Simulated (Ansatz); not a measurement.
A structure relaxed at r2SCAN-D4/def2-SVP in Ansatz, charge 0, doublet:

Cartesian coordinates in Å:
```
Bi -3.2156 -0.4545 0.0060
Si -0.0703 1.3254 2.4303
Si -0.2281 1.5931 -1.8273
Si -1.3873 1.5503 0.2055
Si -1.3995 -1.5033 1.7247
Si -0.8081 -2.4189 -0.3492
Si 1.9986 2.3670 -1.7397
Si -0.2126 -0.8094 -2.3001
Si 1.9014 0.4408 -3.1232
Si 1.3822 -1.4978 -0.3039
Si 1.1321 0.8342 0.0866
Si -0.4985 -0.8280 3.7472
Si -2.2582 -2.0040 -2.1706
Si 2.2687 1.2336 2.1826
Si 1.1800 -0.9446 2.0835
Si -1.7426 2.9360 2.0432
Si 1.9576 -1.8200 -2.6955
```

Problem. Give its formula.

Solution. Si₁₆Bi.

Problem. Summarise the bond lengths by kind (pairs closer than 1.2 times the sum of covalent radii, bridged metal pairs left out).

Solution. 30 × Si–Si 2.30 to 2.66 Å; 3 × Bi–Si 2.71 to 2.84 Å.

In the def2 sets Bi takes a core potential; there is no spin–orbit coupling. Another isomer (doublet) lies 2.32 eV lower at PBE0-D4/def2-TZVP; other spin states weren't run for this one.
